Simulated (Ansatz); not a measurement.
`O[SiH2]C#C[SiH3]` + `O[SiH2][SeH]` → `O[SiH2][Se][SiH3]` + `C#C[SiH2]O`  (ligand exchange at the Si–C bond)

Gas-phase electronic energies from Ansatz, PBE0-D4/def2-TZVP geometries. CBS: MP2 limit from def2 TZ/QZ plus the TZ coupled-cluster correction, frozen cores. Functionals use def2-TZVPP. B3LYP here is the variant with VWN-RPA as its local correlation; programs differ in this. For Se outer-core shells are correlated without core-valence functions, which leaves a few kJ/mol of doubt a bond. Scalar relativity is left out up to krypton. Each species was taken in one conformer, which may not be the lowest.

```tsv
level	ΔE (kJ/mol)
PBE0-D4	-32.7
B3LYP-D4	-26.4
r2SCAN	-27.8
B3LYP	-20.3
CCSD/def2-TZVPP	-26.6
SCS-MP2/def2-QZVPP	-28.6
MP2/CBS(def2)	-35.2
CCSD/CBS(def2)	-31.2
```

(1) What does CCSD(T)/CBS give? (Best estimate.)

Largest T1 diagnostic among the species: 0.012.

Results:

(1) Computed: -31.8 kJ/mol. The listed levels differ from it by -0.9, 5.4, 4.0, 11.5, 5.2, 3.2, -3.4, 0.6 kJ/mol.

The D4 term adds −6.2 kJ/mol with B3LYP and −3.2 kJ/mol with PBE0; it sums over pairs of atoms, weighted by their polarisabilities, and B3LYP, whose exchange is more repulsive, gets the larger term. In def2-TZVPP, CCSD(T) changes the Hartree–Fock value by −4.7 kJ/mol (the triples alone add −0.7 kJ/mol) and MP2 by −8.0 kJ/mol.
